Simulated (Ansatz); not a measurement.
C₄H₇ (SMILES [CH2]C(=C)C), doublet, geometry from GFN2-xTB; WB97X/cc-pVDZ run with Ansatz (a quantum-chemistry and plane-wave program).

The Ansatz input:
Ansatz 0.2 input:
```yaml
crystal:
  periodic: [false, false, false]
  atoms:
    - {symbol: C, position_ang: [-0.19495187, 0.15685852, 1.40366555]}
    - {symbol: C, position_ang: [-0.00119422, 0.08240982, 0.04378401]}
    - {symbol: H, position_ang: [-0.29377985, 1.10630927, 1.89854694]}
    - {symbol: H, position_ang: [-0.25392347, -0.72596582, 2.01373916]}
    - {symbol: C, position_ang: [0.07590634, 1.21165371, -0.74090455]}
    - {symbol: H, position_ang: [0.22795896, 1.14765059, -1.80292646]}
    - {symbol: H, position_ang: [-0.01487156, 2.19324052, -0.31204544]}
    - {symbol: C, position_ang: [0.11066686, -1.26726994, -0.61376699]}
    - {symbol: H, position_ang: [0.38726064, -2.03093733, 0.10821526]}
    - {symbol: H, position_ang: [-0.84735425, -1.54391310, -1.05326649]}
    - {symbol: H, position_ang: [0.85214687, -1.24829667, -1.40893108]}
basis:
  gaussian:
    orbitals: cc-pVDZ
hamiltonian:
  xc: {name: wB97X}
magnetization: {spin_polarized: true, initial_magnetization: 1}
```

### Question
Predict the main parts of the log of this Ansatz run.

### Answer

```
Functional definition: wB97X
1126 factors; their error is unknown
296 factors; integrals over basis functions are off by at most 5.7e-6 eV
mean field evaluation 1: about -4256.7834 eV, gradient 2.2e1 eV
mean field evaluation 2: about -4258.6263 eV, gradient 1.3e1 eV
mean field evaluation 4: about -4259.4903 eV, gradient 1.1e0 eV
mean field evaluation 8: about -4259.4816 eV, gradient 4.1e-2 eV
mean field evaluation 16: about -4259.4816 eV, gradient 7.9e-5 eV
mean field -4259.48160652 eV, -156.5330618591 hartree, gradient 7.8e-5 eV, S^2 0.797461; 0 other end points of the search recorded, 0 dependent functions left out
reference -4259.48158057 eV, -156.5330609055 hartree; 16, 15 occupied and 75, 76 virtual orbitals, 1126 factors
Total energy: -4259.48158057 eV, -156.5330609055 hartree
```
